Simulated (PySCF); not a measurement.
Working out the ionisation energy of Cl²⁺

Cl²⁺ [Ne] 3s2 3p3 (4S) → Cl³⁺ [Ne] 3s2 3p2 (3P). Calculation: PySCF 2.14, in x2c-TZVPall; the spin-free X2C one-electron Hamiltonian (Gaussian nucleus). Frozen: [Ne]. Energies in hartree (1 hartree = 27.21139 eV):

```csv
part,Cl²⁺ (lower),Cl³⁺ (upper)
UHF,-459.626124,-458.194991
CCSD correlation,-0.114509,-0.093795
(T),-0.003226,-0.001977
```

**Question.** What does Hartree-Fock give?

**Answer.** (-458.194991) − (-459.626124) = 1.431133 hartree = 38.943 eV.

**Question.** What do CCSD and CCSD(T) give?

**Answer.** The CCSD correlation energies differ by 0.020714 hartree = 0.564 eV and the triples by 0.001249 hartree = 0.034 eV, so CCSD gives 39.507 eV and CCSD(T) 39.541 eV.

Reference: 39.8 ± 0.11 eV (semi-empirical (NIST evaluation); NIST Atomic Spectra Database, ionization energies), between the lowest levels; spin-orbit coupling is absent from the calculation.

What remains against the reference includes basis incompleteness, the frozen core and higher excitations.
